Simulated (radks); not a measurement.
The numbers below are computed, except where a source is named.
Isoelectronic series with 20 electrons, all held in the configuration [Ar] 4s2, which need not be the ground one along the series. Level of theory: scalar-relativistic Kohn-Sham, PBE, spin-polarised, spherical densities, point nucleus (a radial shooting solver on a logarithmic mesh with Libxc functionals). Total energies (hartree) and orbital eigenvalues (eV):

ion    E (hartree)         4s         3p
Ca      -680.32517    -3.7664   -28.0081
Ti2+    -852.35872   -21.1189   -67.3884
Cr4+   -1045.13869   -46.7770  -120.6566
Fe6+   -1258.71521   -79.9854  -186.8861
Ni8+   -1493.18584  -120.5017  -265.7831
Zn10+  -1748.67442  -168.2277  -357.2254
Ge12+  -2025.32469  -223.1266  -461.1636
Se14+  -2323.29788  -285.1941  -577.5868
Kr16+  -2642.77174  -354.4465  -706.5072
Sr18+  -2983.94027  -430.9141  -847.9527
Zr20+  -3347.01395  -514.6380  -1001.963
Mo22+  -3732.22007  -605.6683  -1168.587
Ru24+  -4139.80337  -704.0634  -1347.881
Pd26+  -4570.02673  -809.8890  -1539.909
Cd28+  -5023.17210  -923.2181  -1744.741
Sn30+  -5499.54143  -1044.131  -1962.453
Te32+  -5999.45783  -1172.715  -2193.126
Xe34+  -6523.26683  -1309.065  -2436.847
Ba36+   -7071.3378  -1453.285  -2693.710
Ce38+   -7644.0657  -1605.485  -2963.811
